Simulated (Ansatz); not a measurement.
Program: Ansatz. Geometries: PBE0-D4/def2-TZVP. ΔE: electronic, gas phase. CCSD(T)/CBS is the MP2 limit (def2-TZVPP, def2-QZVPP) plus CCSD(T) − MP2 in def2-TZVPP, frozen cores. DFT in def2-TZVPP. B3LYP here is the variant with VWN-RPA as its local correlation; programs differ in this. HSE06 is defined as in plane-wave codes. def2 core potentials past Kr. For Ge, In outer-core shells are correlated without core-valence functions, which leaves a few kJ/mol of doubt a bond. Scalar relativity is left out up to krypton. Each species was taken in one conformer, which may not be the lowest.

Reaction (substitution at a C–C bond): `C[CH2][InH][Cl]` + `S[S][GeH3]` → `CS[S][GeH3]` + `[CH3][InH][Cl]`

`C[CH2][InH][Cl]`:

```xyz
10

C    -0.760    0.609    0.908
C     0.593    0.529    0.220
In    0.722   -1.014   -1.268
Cl   -1.317   -2.197   -1.415
H    -0.773    1.408    1.656
H    -1.567    0.808    0.200
H    -1.014   -0.323    1.416
H     0.846    1.469   -0.280
H     1.398    0.342    0.937
H     1.872   -1.631   -2.374
```

`S[S][GeH3]`:

Cartesian coordinates in Å:
```
S 1.173 0.850 -1.709
S 0.874 1.209 0.295
Ge -0.773 -0.250 0.682
H 2.085 -0.135 -1.597
H -0.247 -1.669 0.419
H -1.162 -0.072 2.159
H -1.950 0.068 -0.248
```

`CS[S][GeH3]`:

Z-matrix (Å, degrees):
```
C
S 1 1.801
H 1 1.089 2 110.8
H 1 1.093 2 106.0 3 -118.6
H 1 1.090 2 111.1 3 123.0
S 2 2.052 1 102.3 3 -60.1
Ge 6 2.233 2 99.0 1 -89.7
H 7 1.537 6 108.8 2 57.0
H 7 1.538 6 106.8 2 176.3
H 7 1.534 6 109.2 2 -63.4
```

`[CH3][InH][Cl]`:

Cartesian coordinates in Å:
```
C 0.521 0.159 0.918
In -0.474 -0.468 -0.859
Cl -1.230 1.387 -2.101
H 0.981 -0.676 1.444
H 1.283 0.893 0.652
H -0.205 0.644 1.572
H -0.876 -1.940 -1.626
```

```json
{"level": "LDA (SPW92)", "ΔE (kJ/mol)": "-16.3", "difference from CCSD(T)/CBS": "-0.2"}
{"level": "PBE-D4", "ΔE (kJ/mol)": "-19.7", "difference from CCSD(T)/CBS": "-3.6"}
{"level": "BLYP-D4", "ΔE (kJ/mol)": "-19.4", "difference from CCSD(T)/CBS": "-3.3"}
{"level": "r2SCAN-D4", "ΔE (kJ/mol)": "-20.3", "difference from CCSD(T)/CBS": "-4.2"}
{"level": "B97M-V", "ΔE (kJ/mol)": "-19.2", "difference from CCSD(T)/CBS": "-3.1"}
{"level": "PBE0-D4", "ΔE (kJ/mol)": "-18.8", "difference from CCSD(T)/CBS": "-2.7"}
{"level": "r2SCANh-D4", "ΔE (kJ/mol)": "-20.0", "difference from CCSD(T)/CBS": "-3.9"}
{"level": "r2SCAN0-D4", "ΔE (kJ/mol)": "-19.5", "difference from CCSD(T)/CBS": "-3.4"}
{"level": "HSE06-D4", "ΔE (kJ/mol)": "-18.9", "difference from CCSD(T)/CBS": "-2.8"}
{"level": "BHLYP-D4", "ΔE (kJ/mol)": "-17.6", "difference from CCSD(T)/CBS": "-1.5"}
{"level": "CAM-B3LYP-D4", "ΔE (kJ/mol)": "-17.1", "difference from CCSD(T)/CBS": "-1.0"}
{"level": "ωB97X-V", "ΔE (kJ/mol)": "-17.7", "difference from CCSD(T)/CBS": "-1.6"}
{"level": "ωB97M-V", "ΔE (kJ/mol)": "-17.8", "difference from CCSD(T)/CBS": "-1.7"}
{"level": "B2PLYP", "ΔE (kJ/mol)": "-18.3", "difference from CCSD(T)/CBS": "-2.2"}
{"level": "PBE-QIDH", "ΔE (kJ/mol)": "-18.4", "difference from CCSD(T)/CBS": "-2.3"}
{"level": "revPBE", "ΔE (kJ/mol)": "-19.6", "difference from CCSD(T)/CBS": "-3.5"}
{"level": "BLYP", "ΔE (kJ/mol)": "-18.1", "difference from CCSD(T)/CBS": "-2.0"}
{"level": "PBE0", "ΔE (kJ/mol)": "-18.2", "difference from CCSD(T)/CBS": "-2.1"}
{"level": "B3LYP", "ΔE (kJ/mol)": "-17.5", "difference from CCSD(T)/CBS": "-1.4"}
{"level": "r2SCANh", "ΔE (kJ/mol)": "-19.8", "difference from CCSD(T)/CBS": "-3.7"}
{"level": "r2SCAN0", "ΔE (kJ/mol)": "-19.3", "difference from CCSD(T)/CBS": "-3.2"}
{"level": "HSE06", "ΔE (kJ/mol)": "-18.3", "difference from CCSD(T)/CBS": "-2.2"}
{"level": "BHLYP", "ΔE (kJ/mol)": "-16.8", "difference from CCSD(T)/CBS": "-0.7"}
{"level": "CAM-B3LYP", "ΔE (kJ/mol)": "-16.5", "difference from CCSD(T)/CBS": "-0.4"}
{"level": "LC-ωPBE", "ΔE (kJ/mol)": "-17.6", "difference from CCSD(T)/CBS": "-1.5"}
{"level": "RPA@PBE/def2-TZVPP", "ΔE (kJ/mol)": "-11.8", "difference from CCSD(T)/CBS": "4.3"}
{"level": "MP2/def2-SVP", "ΔE (kJ/mol)": "-8.7", "difference from CCSD(T)/CBS": "7.4"}
{"level": "CCSD/def2-SVP", "ΔE (kJ/mol)": "-4.2", "difference from CCSD(T)/CBS": "11.9"}
{"level": "CCSD(T)/def2-SVP", "ΔE (kJ/mol)": "-5.2", "difference from CCSD(T)/CBS": "10.9"}
{"level": "HF/def2-TZVPP", "ΔE (kJ/mol)": "-16.4", "difference from CCSD(T)/CBS": "-0.3"}
{"level": "MP2/def2-TZVPP", "ΔE (kJ/mol)": "-18.4", "difference from CCSD(T)/CBS": "-2.3"}
{"level": "SCS-MP2/def2-TZVPP", "ΔE (kJ/mol)": "-16.7", "difference from CCSD(T)/CBS": "-0.6"}
{"level": "CCSD/def2-TZVPP", "ΔE (kJ/mol)": "-13.9", "difference from CCSD(T)/CBS": "2.2"}
{"level": "CCSD(T)/def2-TZVPP", "ΔE (kJ/mol)": "-15.4", "difference from CCSD(T)/CBS": "0.7"}
{"level": "HF/def2-QZVPP", "ΔE (kJ/mol)": "-16.4", "difference from CCSD(T)/CBS": "-0.3"}
{"level": "MP2/def2-QZVPP", "ΔE (kJ/mol)": "-18.8", "difference from CCSD(T)/CBS": "-2.7"}
{"level": "SCS-MP2/def2-QZVPP", "ΔE (kJ/mol)": "-17.1", "difference from CCSD(T)/CBS": "-1.0"}
{"level": "HF/CBS(def2)", "ΔE (kJ/mol)": "-16.4", "difference from CCSD(T)/CBS": "-0.3"}
{"level": "MP2/CBS(def2)", "ΔE (kJ/mol)": "-19.0", "difference from CCSD(T)/CBS": "-2.9"}
{"level": "CCSD/CBS(def2)", "ΔE (kJ/mol)": "-14.6", "difference from CCSD(T)/CBS": "1.5"}
{"level": "CCSD(T)/CBS", "ΔE (kJ/mol)": "-16.1", "difference from CCSD(T)/CBS": "0"}
```

(1) What do rigid-rotor, harmonic-oscillator terms from PBE0-D4/def2-TZVP frequencies (298.15 K, 1 bar) make of the CCSD(T)/CBS value? (Best estimate.)

Largest T1 diagnostic among the species: 0.012.

Results:

(1) Ansatz gave: ΔZPE = +0.9 kJ/mol, ΔH = -14.2 kJ/mol, ΔS = 8 J/(mol·K), ΔG = -16.6 kJ/mol. Modes under 50 cm⁻¹ make the entropy rough.

At CCSD(T), def2-SVP lies +10.9 kJ/mol from the extrapolated value and def2-TZVPP +0.7 kJ/mol. Leaving LDA and LC-ωPBE aside and taking each functional with its dispersion term where it has one, the values, not all of them listed here, spread over 3.6 kJ/mol, from revPBE-D4 to CAM-B3LYP-D4.

CCSD(T)/CBS has its own doubt, a few kJ/mol and more with outer-core shells, so smaller differences from it don't rank the levels.
